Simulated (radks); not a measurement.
The numbers below are computed, except where a source is named.
Initial-state core-level shifts of the chromium ion Cr+ when its valence configuration changes from [Ar] 3d5. Code: a radial shooting solver on a logarithmic mesh with Libxc functionals. Model: scalar-relativistic Kohn-Sham, r2SCAN, spin-polarised, spherical densities, finite nucleus; open shells are filled with parallel spins first; meta-GGA in the generalised Kohn-Sham scheme; Fermi nuclear charge, rms radius 3.6452 fm. Shifts are changes of the shell-averaged eigenvalues in eV (positive: less bound); the change of the density at the nucleus, which sets a Mossbauer isomer shift, is in e/bohr^3, on a base of 1.15e+04.

valence               1s       2s       2p       3p  density at nucleus
3d4 4s1           -5.548   -6.295   -6.238   -5.355              +7.572
3d4 4p1           -6.891   -7.545   -7.494   -6.693              +1.329
3d3 4p2          -14.859  -16.435  -16.320  -14.044              +3.450
3d3.5 4p1.5      -10.750  -11.832  -11.751  -10.302              +2.291
3d4.5 4p0.5       -3.306   -3.600   -3.576   -3.252              +0.570
3d3 4s1 4p1      -13.544  -15.181  -15.062  -12.766             +10.404
3d2.5 4s2 4p0.5  -17.075  -19.231  -19.082  -15.842             +18.572
3d2.5 4s1 4p1.5  -17.917  -20.094  -19.941  -16.660             +12.241
3d3 4s2          -12.558  -14.177  -14.061  -11.817             +16.092
